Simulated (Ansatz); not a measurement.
Cost and result for the atomization energy of C$_{2}$H$_{3}$AlO$_{2}$ (`O=[C]1[CH2][Al]1[OH]`) (8 atoms, 8 bonds).

Cartesian coordinates in Å:
```
O 1.323 -1.873 -1.067
C 0.863 -0.994 -0.411
C 0.828 0.479 -0.621
Al -0.713 -0.141 0.421
O -2.099 0.532 1.103
H 1.182 0.938 0.326
H 1.293 0.942 -1.493
H -2.677 0.117 1.741
```

Total charge 0; spin multiplicity 1. The geometry is a stationary point of PBE0-D4/def2-TZVP. It is one conformer, not always the lowest. Program: Ansatz. All runs use 2 threads of an Arm Neoverse V1 on a shared host. Times are those of one run each, without the atoms' runs, and a repeat can differ threefold. Electronic energies, without spin–orbit coupling; frozen cores. CCSD(T)/CBS adds CCSD(T) − MP2 in def2-TZVPP to the MP2 limit, and its time is that of the two runs behind it. T1 = 0.021. B3LYP takes the VWN-RPA correlation (the form of Gaussian; ORCA's B3LYP/G). HSE06 is the plane-wave form, built on full-range PBE exchange.

CCSD(T)/CBS is a level of theory with its own doubt, some kJ/mol a heavy atom from the limit and from the frozen cores, so smaller differences don't rank the functionals.

```tsv
level	functions	wall time	atomization (kJ/mol)	difference from CCSD(T)/CBS	per bond
LDA (SPW92)/def2-TZVPP	208	1.4 s	3786.0	590.2	73.8
HSE06-D4/def2-TZVPP	208	3.7 s	3209.7	13.9	1.7
CCSD(T)/def2-SVP	89	4.4 s	2992.7	-203.1	-25.4
B3LYP-D4/def2-TZVPP (with forces)	208	5.5 s	3184.8	-11.0	-1.4
r2SCAN-D4/def2-TZVPP (with forces)	208	6.5 s	3236.5	40.7	5.1
r2SCANh-D4/def2-TZVPP	208	6.5 s	3191.6	-4.2	-0.5
B2PLYP/def2-TZVPP	208	6.5 s	3166.5	-29.3	-3.7
PBE-QIDH/def2-TZVPP	208	7 s	3166.0	-29.8	-3.7
B97M-V/def2-TZVPP	208	13 s	3221.0	25.2	3.1
ωB97M-V/def2-TZVPP (with forces)	208	15 s	3201.5	5.7	0.7
MP2/def2-QZVPP	388	23 s	3280.1	84.3	10.5
CCSD(T)/def2-TZVPP	208	100 s	3094.6	-101.2	-12.6
CCSD(T)/CBS(def2)	–	2.1 min	3195.8	0.0	0.0
```

The D4 term adds +22.1 kJ/mol with B3LYP and +11.5 kJ/mol with PBE0; it sums over pairs of atoms, weighted by their polarisabilities, and B3LYP, whose exchange is more repulsive, gets the larger term. At CCSD(T), def2-SVP lies −203.1 kJ/mol from the extrapolated value and def2-TZVPP −101.1 kJ/mol: correlation converges slowly with the basis, and small sets miss more of it in the bonded molecule than in its fragments. From PBE to PBE0 (25 % exact exchange), in def2-TZVPP and without D4, the atomization energy moves by −127.3 kJ/mol: exact exchange takes away binding that semilocal exchange gives to molecules.
